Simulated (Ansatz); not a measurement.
Ideal-gas functions of H$_{4}$Se$_{3}$Sn (`[SeH][SnH]([SeH])[SeH]`) at 298.15 K and 1 bar, from an Ansatz frequency run at PBE0-D4/def2-TZVP.

Molar mass 359.62 g/mol, point group C1 (symmetry number 1), electronic degeneracy 1, moments of inertia 708.711, 778.149, 1347.316 u Å². Harmonic wavenumbers (cm⁻¹, unscaled): 49, 59, 78, 109, 136, 174, 219, 253, 257, 509, 532, 612, 633, 658, 1930, 2434, 2435, 2444.

Use S(trans) = R[1.5 ln M + 2.5 ln T − 1.1517]; rotational temperatures θ = 24.2544 K / I; S(rot) = R[ln(√π/σ · √(T³/θAθBθC)) + 1.5]; for each mode x = 1.438777 ν̃/T, S = R[x/(eˣ − 1) − ln(1 − e⁻ˣ)] and H = RT x/(eˣ − 1); 1 cm⁻¹ = 0.0119627 kJ/mol; R = 8.31446 J/(mol·K).

Problem. By hand: the entropy, in J/(mol·K).

Solution. Translation 182.3. Rotation: θ = 0.0342, 0.0312, 0.018 K, giving 133.4. Vibration, mode by mode: 20.32, 18.79, 16.49, 13.75, 11.96, 10.01, 8.23, 7.15, 7.04, 2.66, 2.44, 1.80, 1.66, 1.51, 0.01, 0.00, 0.00, 0.00, in all 123.8. Electronic 0.0. Sum 439.5 J/(mol·K).

Problem. By hand: H − E and G − E in kJ/mol, counted from the electronic energy.

Solution. Zero-point energy ½ × 13521 × 0.0119627 = 80.9; thermal vibration 17.7; translation, rotation and pV give 4 RT = 9.9. H − E = 108.5 kJ/mol, and G − E = 108.5 − 298.15 × 439.5/1000 = -22.5 kJ/mol.

Vibration gives 28 % of the entropy, 81.3 J/(mol·K) of it from the modes under 150 cm⁻¹: soft modes count most, and the harmonic formula is weakest for them. The sum counts one conformer and one mirror image; others add a mixing term.
